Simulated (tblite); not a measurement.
Species: C5H9N3Si.
SMILES with atom numbers: `[CH2:1]=[CH:2][n:3]1[n:4][n:5][c:6]([CH3:7])[c:8]1[SiH3:9]` (hydrogens: H10, H11 on C1; H12 on C2; H13, H14, H15 on C7; H16, H17, H18 on Si9)

Cartesian coordinates in Å at the GFN2-xTB level; atoms count from 1:
```xyz
18
C5H9N3Si angstrom
C     -3.129   -0.769   -0.822
C     -2.113   -0.015   -0.433
N     -0.817   -0.500   -0.320
N     -0.508   -1.766   -0.599
N      0.743   -1.935   -0.411
C      1.299   -0.776    0.001
C      2.748   -0.662    0.302
C      0.300    0.186    0.071
Si     0.353    1.988    0.561
H     -2.977   -1.805   -1.069
H     -4.122   -0.367   -0.901
H     -2.212    1.030   -0.175
H      3.221   -1.626    0.135
H      2.902   -0.363    1.338
H      3.215    0.082   -0.341
H     -0.534    2.185    1.711
H      1.730    2.325    0.906
H     -0.110    2.795   -0.573
```

All values are computed: GFN2-xTB (tblite) harmonic vibrations without scaling, gas phase. The method is semi-empirical: single wavenumbers can be off by several per cent or more. Modes of hydrogen on silicon can be 10 to 20 % off. One conformer, not necessarily the lowest.

Harmonic wavenumbers (cm⁻¹): 54.5, 73.0, 88.2, 119.0, 150.0, 191.4, 222.2, 307.5, 319.6, 462.1, 482.5, 532.4, 562.2, 621.9, 654.8, 673.1, 710.7, 782.3, 786.1, 786.8, 794.4, 868.7, 994.2, 997.5, 1002.9, 1036.1, 1064.1, 1143.6, 1234.2, 1275.5, 1293.7, 1357.1, 1387.5, 1413.6, 1424.9, 1471.5, 1476.1, 1527.7, 1682.0, 2243.8, 2247.3, 2307.7, 3006.3, 3016.5, 3058.1, 3076.4, 3127.0, 3166.6.

A = 1891, B = 1278, C = 773.1 MHz; mass 139.057 u (most abundant isotopes); point group Cs, symmetry number 1.

Q: Zero-point energy?

A: ½Σν̃ = 28638 cm⁻¹ = 81.88 kcal/mol.

Q: Give the ideal-gas entropy at 298.15 K and 1 bar in the rigid-rotor, harmonic-oscillator model (classical rotation).

A: Translation 40.73, rotation 29.53, vibration 30.75: S = 101.0 cal/(mol K).

Q: And Cp and H(298.15 K) − H(0)?

A: Cp = 39.62 cal/(mol K), of which vibrations give 31.68 (their classical limit is 48 R = 95.4); H(298.15 K) − H(0) = 7.19 kcal/mol without the zero-point energy, 4.82 from vibrations.

Q: How do the functions run with temperature in this model?

A: 
```json
{"T (K)": "100", "S (cal/(mol K))": "70.8", "Cp (cal/(mol K))": "19.6", "H − H(0) (kcal/mol)": "1.36", "G − H(0) (kcal/mol)": "-5.73", "ln q(vib)": "1.83"}
{"T (K)": "200", "S (cal/(mol K))": "87.4", "Cp (cal/(mol K))": "29.4", "H − H(0) (kcal/mol)": "3.80", "G − H(0) (kcal/mol)": "-13.67", "ln q(vib)": "4.65"}
{"T (K)": "300", "S (cal/(mol K))": "101.3", "Cp (cal/(mol K))": "39.8", "H − H(0) (kcal/mol)": "7.26", "G − H(0) (kcal/mol)": "-23.12", "ln q(vib)": "7.40"}
{"T (K)": "500", "S (cal/(mol K))": "126.0", "Cp (cal/(mol K))": "57.4", "H − H(0) (kcal/mol)": "17.08", "G − H(0) (kcal/mol)": "-45.90", "ln q(vib)": "12.77"}
{"T (K)": "800", "S (cal/(mol K))": "156.9", "Cp (cal/(mol K))": "73.8", "H − H(0) (kcal/mol)": "37.00", "G − H(0) (kcal/mol)": "-88.49", "ln q(vib)": "20.36"}
{"T (K)": "1000", "S (cal/(mol K))": "174.1", "Cp (cal/(mol K))": "80.7", "H − H(0) (kcal/mol)": "52.48", "G − H(0) (kcal/mol)": "-121.62", "ln q(vib)": "25.01"}
```

q(vib) and H(0) count from the zero-point level.

Q: Which modes carry the vibrational entropy at 298.15 K?

A: 54.5 cm⁻¹: 4.65; 73.0 cm⁻¹: 4.07; 88.2 cm⁻¹: 3.70; 119.0 cm⁻¹: 3.12; 150.0 cm⁻¹: 2.67; 191.4 cm⁻¹: 2.21 cal/(mol K); the other 42 give 10.33 together.

Q: Blend soft modes into free rotors: weight 1/[1 + (100 cm⁻¹/ν̃)⁴] for the oscillator and the rest for a rotor with moment μB/(μ + B), μ = h/(8π²ν), B = 10⁻⁴⁴ kg m². What vibrational entropy results?

A: 28.35 cal/(mol K) in place of 30.75, which changes −T·S at 298.15 K by +0.72 kcal/mol.

Q: What must be added to the electronic energy to get the Gibbs energy at 298.15 K and 1 bar?

A: ZPE + [H(298.15 K) − H(0)] − T·S = 81.88 + 7.19 − 30.12 = 58.95 kcal/mol.

Hindered rotation and anharmonicity are outside this model. Other conformers, if any are populated, would add a mixing term that is left out.
